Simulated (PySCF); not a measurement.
C3H7NSi, SMILES C([SiH3])=C=CN.

Geometry: r2SCAN-D4/def2-SVP. The structure was generated by enumeration; whether it is a known compound was not checked. One conformer was computed; it need not be the lowest.

Computed with PySCF with r2SCAN-D4/def2-SVP.

Frequencies are harmonic and unscaled.

| mode | ν (cm⁻¹) | IR (km/mol) | Raman (Å⁴/amu) | depolarisation | moving atoms (share of kinetic energy) |
|---|---|---|---|---|---|
| 1 | 84 | 0.1 | 0.4 | 0.64 | H 87 % |
| 2 | 93 | 1.8 | 3.3 | 0.59 | C 27 %, N 26 %, Si 25 %, H 21 % |
| 3 | 181 | 14.8 | 3.1 | 0.72 | H 50 %, C 40 % |
| 4 | 254 | 3.8 | 7.0 | 0.63 | C 55 %, H 27 %, N 15 % |
| 5 | 336 | 53.4 | 2.7 | 0.37 | H 69 %, C 22 % |
| 6 | 396 | 29.0 | 2.3 | 0.49 | C 59 %, H 35 % |
| 7 | 563 | 13.3 | 12.3 | 0.32 | H 45 %, C 29 %, Si 17 %, N 9 % |
| 8 | 608 | 27.1 | 8.7 | 0.67 | H 77 %, C 15 % |
| 9 | 636 | 51.2 | 5.5 | 0.68 | C 50 %, H 37 % |
| 10 | 684 | 226.4 | 3.3 | 0.66 | H 68 %, N 24 % |
| 11 | 756 | 31.9 | 6.0 | 0.21 | C 45 %, H 43 %, Si 12 % |
| 12 | 766 | 56.5 | 2.2 | 0.58 | H 51 %, C 40 % |
| 13 | 881 | 48.8 | 9.4 | 0.71 | H 86 %, C 14 % |
| 14 | 918 | 290.9 | 18.4 | 0.72 | H 90 %, Si 9 % |
| 15 | 937 | 30.6 | 17.4 | 0.75 | H 97 % |
| 16 | 951 | 74.4 | 49.6 | 0.63 | H 96 % |
| 17 | 990 | 5.0 | 21.8 | 0.25 | C 42 %, H 42 %, N 15 % |
| 18 | 1151 | 1.5 | 29.3 | 0.35 | H 84 %, C 10 % |
| 19 | 1205 | 16.2 | 6.8 | 0.50 | H 59 %, C 33 % |
| 20 | 1269 | 57.7 | 2.5 | 0.75 | H 58 %, C 27 %, N 15 % |
| 21 | 1462 | 107.6 | 6.2 | 0.71 | C 60 %, H 35 % |
| 22 | 1625 | 47.3 | 11.1 | 0.59 | H 87 %, N 11 % |
| 23 | 2040 | 10.2 | 19.2 | 0.35 | C 99 % |
| 24 | 2201 | 128.9 | 160.8 | 0.50 | H 96 % |
| 25 | 2204 | 141.4 | 298.1 | 0.10 | H 98 % |
| 26 | 2238 | 80.5 | 70.2 | 0.40 | H 96 % |
| 27 | 3061 | 16.1 | 247.0 | 0.32 | H 92 %, C 8 % |
| 28 | 3141 | 3.1 | 169.1 | 0.27 | H 92 %, C 8 % |
| 29 | 3537 | 14.1 | 278.6 | 0.18 | H 96 % |
| 30 | 3646 | 14.8 | 126.7 | 0.64 | H 91 %, N 9 % |
